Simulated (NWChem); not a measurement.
A series in which one site is exchanged, each optimised at PBE0/def2-SVP with NWChem, gas phase unless a solvent is named. Some are not confirmed as minima by frequencies. def2 effective core potentials on I; no spin-orbit coupling.

A: IB(I)I (BI$_{3}$; site = I)
B: IB(F)I (BI$_{2}$F; site = F)
C: IB(Cl)I (BI2Cl; site = Cl)
D: IBI (BHI2; site = H)

Question: Rank them by orbital gap (eV), PBE0/def2-SVP, lowest first.

Answer: A (4.85), D (5.26), C (5.36), B (6.04)
